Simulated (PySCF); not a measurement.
hydrogen bromide (BrH), SMILES Br. Heavy atoms are numbered as in [BrH:1]. Hydrogens are named by the atom that carries them.

The structure is a stationary point at PBE0-D3(BJ)/def2-TZVPD.

Calculation: PBE/pcSseg-2 run with PySCF.

GIAO shieldings, no solvent; atoms alike by connectivity are averaged. δ = σ(ref) − σ: ¹H against TMS (σ = 31.47 ppm), references at their B3LYP-D3(BJ)/def2-TZVP geometries, non-relativistic (without spin–orbit terms, shifts of atoms bonded to Cl or Br come out too high).

### Question
Estimate the chemical shifts. (The exact figures need the calculation; the answer reports its results.)

### Answer

| nucleus | atoms | count | δ (ppm) |
|---|---|---|---|
| ¹H | H on Br1 | 1 | 0.15 |
